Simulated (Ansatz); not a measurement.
Cartesian coordinates in Å:
```
S -1.171 -2.159 -0.221
B -0.379 -0.584 0.032
N 0.546 0.259 -0.566
Si 0.046 1.078 0.898
H -0.569 -2.475 -1.385
H 1.120 0.274 -1.394
H -0.692 2.352 0.706
H 1.099 1.255 1.930
```

Charge 0, multiplicity 1.

Task: List the CAM-B3LYP/def2-TZVPP orbital energies in eV (the Gaussian-basis code of Ansatz). (An estimate is asked.)

Result: Computed: Occupied: -2419.83, -1801.10, -391.53, -217.89, -186.28, -162.48, -162.37, -162.29, -145.64, -101.02, -100.94, -100.93, -26.01, -22.34, -18.02, -15.29, -14.00, -12.45, -12.12, -10.63, -10.27, -8.80, -8.52. Lowest empty: 0.64, 1.23, 1.65, 2.12, 2.45, 2.66, 3.05, 4.03.
